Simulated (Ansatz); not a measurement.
`C[NH][Zr]([F])([NH]C)[NH]C` + `C[N](C)[Ge][OH]` → `C[NH][Zr]([NH]C)([NH]C)[N](C)C` + `[OH][Ge][F]`  (redistribution)

Isolated molecules relaxed with PBE0-D4/def2-TZVP in Ansatz; ΔE leaves out vibrations. CCSD(T)/CBS adds triple-zeta CCSD(T) − MP2 to the extrapolated MP2 energy (def2 sets, frozen cores). Elements past krypton have def2 core potentials. For Ge, Zr outer-core shells are correlated without core-valence functions, which leaves a few kJ/mol of doubt a bond. Scalar relativity is left out up to krypton. One conformer a species, not always the lowest.

| species | SCS-MP2/def2-TZVPP energy (Eh) |
| --- | --- |
| `C[NH][Zr]([F])([NH]C)[NH]C` | -431.99429 |
| `C[N](C)[Ge][OH]` | -2285.62262 |
| `C[NH][Zr]([NH]C)([NH]C)[N](C)C` | -466.49751 |
| `[OH][Ge][F]` | -2251.09600 |

Task: Work out ΔE.

Result: ΔE = (-466.49751) + (-2251.09600) − (-431.99429) − (-2285.62262) = 0.02340 Eh = +61.4 kJ/mol. CCSD(T)/CBS gives +63.6 kJ/mol.

Largest T1 diagnostic among the species: 0.016.

At CCSD(T), def2-SVP lies +4.5 kJ/mol from the extrapolated value and def2-TZVPP −2.6 kJ/mol. Leaving LDA and LC-ωPBE aside and taking each functional with its dispersion term where it has one, the values, not all of them listed here, spread over 6.6 kJ/mol, from B97M-V to r2SCAN-D4.
